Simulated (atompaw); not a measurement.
**Which change was made? (Pt, PAW (atompaw))**

platinum, PAW, made with atompaw 4.2.0.5 (PBE, scalar-relativistic). Core [Xe] 4f14, reference 5d9 6s0 6p0 (charge +1). Waves: 6s (bound, empty): rc 2.00 bohr; 6s channel at 0.5 Ry: rc 2.00 bohr; 6p (bound, empty): rc 2.50 bohr; 6p channel at 0.55 Ry: rc 2.50 bohr; 5d (bound): rc 2.50 bohr; 5d channel at 1.55 Ry: rc 2.50 bohr. Local part: troulliermartins scheme with l = 3 at -0.5 Ry, radius 2.20 bohr. Core correction: smooth core density matched at 1.60 bohr. Augmentation charge: sinc compensation charge, radius 2.25 bohr; PAW radius 2.50 bohr; waves and projectors: custom polynom gramschmidtortho.

Cutoffs, loose and tight: the cutoffs (Ry, on a coarse ladder) from which the occupation-weighted sum of valence levels, in a spherical-Bessel basis at the reference potential, stays within 10 and 1 mRy of its value at 400 Ry. They see the waves, projectors and local potential, not the compensation charge or the core.

The base gives: outcome: generated; cutoff, loose: 21 Ry; cutoff, tight: 30 Ry; bound ghosts: s, p.

Problem. After one change the result is: outcome: generated; cutoff, loose: 18 Ry; cutoff, tight: 30 Ry; bound ghosts: s, p. Which change was it?
A. wave 6s (bound): rc 2.00 bohr becomes 6s (bound): rc 2.32 bohr
B. augmentation sinc compensation charge, radius 2.25 bohr; PAW radius 2.50 bohr; waves and projectors: custom rrkj vanderbiltortho
C. wave 6p channel at 0.55 Ry: rc 2.50 bohr becomes 6p channel at 0.55 Ry: rc 1.84 bohr

Solution. B. The others give: wave 6s (bound): rc 2.00 bohr becomes 6s (bound): rc 2.32 bohr → outcome: generated; cutoff, loose: 21 Ry; cutoff, tight: 30 Ry; bound ghosts: p, s | wave 6p channel at 0.55 Ry: rc 2.50 bohr becomes 6p channel at 0.55 Ry: rc 1.84 bohr → outcome: failed: atompaw: The overlap operator has at least one negative eigenvalue!.
